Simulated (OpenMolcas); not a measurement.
Ni3+ (d7) in a complex was computed by CASSCF with the d shell active (OpenMolcas, ANO-RCC-VDZP on the metal). Its lowest spin-free states, and all those of the highest spin:

| 2S+1 | Degeneracy | E (cm-1) |
| --- | --- | --- |
| 4 | 1 | 0.0 |
| 4 | 3 | 3976 |
| 4 | 3 | 7345 |
| 2 | 3 | 19371 |
| 2 | 2 | 19558 |
| 2 | 1 | 20203 |
| 4 | 3 | 22321 |
| 2 | 3 | 22829 |
| 2 | 3 | 25066 |
| 2 | 3 | 25277 |
| 2 | 2 | 26033 |
| 2 | 3 | 28952 |

Problem. Is the site octahedral, tetrahedral or cube-like, axial, or of lower symmetry?

Solution. The states with 2S+1 = 4 have orbital degeneracies 1, 3, 3, 3. Threefold states need a cubic site. For d7 at this spin an octahedron puts the threefold T1 below the threefold T2 and a tetrahedron or cube puts the single A2 below the threefold T2, so the site is a tetrahedron or a cube, which this pattern cannot tell apart. The first gap at this spin, 3980 cm-1, is |10Dq| in ligand-field theory. The run had Ni3+ with 4 ligands (chloride) in tetrahedral coordination (Td) at 2.23 Å. A charge of +0.25 e stands 2.6 Å behind each ligand. Ligand basis ANO-RCC-VDZP.

Without dynamic correlation the repulsion within the d shell is too large (B by tens of per cent), so at a given field states of lower spin stand too high. Ligand-to-metal charge-transfer states are missing. With no ligand orbital active B as a rule stays too high, so bands that hang on it stand too high and its fall with covalency is understated. With metal d orbitals alone and no dynamic correlation the field as a rule comes out too small, by tens of per cent, by up to half for chloride and softer ligands, and the orbital part of g and χT, which goes as 1/10Dq, too large. No measured value stands beside these numbers; the geometry was imposed, not optimised, and the real ion may take another.
